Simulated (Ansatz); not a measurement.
Level of theory: frozen-core CCSD(T)/cc-pVTZ // PBE0-D3(BJ)/def2-TZVP (Ansatz, an electronic-structure program).

Ansatz 0.2 input:
```yaml
crystal:
  periodic: [false, false, false]
  atoms:
    - { symbol: F, position_ang: [-0.975163, -1.400229, -0.004108] }
    - { symbol: Al, position_ang: [-0.138767, 0.000582, -0.000562] }
    - { symbol: F, position_ang: [-0.963392, 1.408353, -0.00423] }
    - { symbol: Br, position_ang: [2.077321, -0.008706, 0.008899] }
basis:
  gaussian: { orbitals: cc-pVTZ }
correlation:
  method: ccsd_t
```

Output:

```
Functional definition: HF
874 factors; integrals over basis functions are off by at most 1.5e-3 eV
mean field evaluation 1: about -82000.7318 eV, gradient 4.1e1 eV
mean field evaluation 2: about -82000.8426 eV, gradient 4.1e1 eV
mean field evaluation 4: about -82003.5789 eV, gradient 1.5e0 eV
mean field evaluation 8: about -82003.6089 eV, gradient 1.6e-1 eV
mean field evaluation 16: about -82002.3933 eV, gradient 2.9e1 eV
mean field -82003.60906189 eV, -3013.5770489820 hartree, gradient 8.0e-6 eV, S^2 0.000000; 0 other end points of the search recorded, 0 dependent functions left out
16 core orbitals not correlated
reference -82003.60906189 eV, -3013.5770489820 hartree; 17, 17 occupied and 104, 104 virtual orbitals, 874 factors
second order -21.66279730 eV of doubles, -0.00000000 eV of singles
cycle   1  -21.37844080 eV  change    2.8e-1 eV  update   9.1e-2
cycle   2  -21.77782855 eV  change   -4.0e-1 eV  update   2.6e-2
cycle   3  -21.87338311 eV  change   -9.6e-2 eV  update   1.3e-2
cycle   4  -21.85753806 eV  change    1.6e-2 eV  update   3.0e-3
cycle   5  -21.85520098 eV  change    2.3e-3 eV  update   1.1e-3
cycle   6  -21.85597085 eV  change   -7.7e-4 eV  update   3.2e-4
cycle   7  -21.85576455 eV  change    2.1e-4 eV  update   9.1e-5
cycle   8  -21.85570539 eV  change    5.9e-5 eV  update   2.4e-5
cycle   9  -21.85571778 eV  change   -1.2e-5 eV  update   7.7e-6
perturbative correction -0.68427099 eV, -0.0251464950 hartree
Total energy: -82026.14905066 eV, -3014.4053782911 hartree
```

Cost: roughly 30 core-seconds.
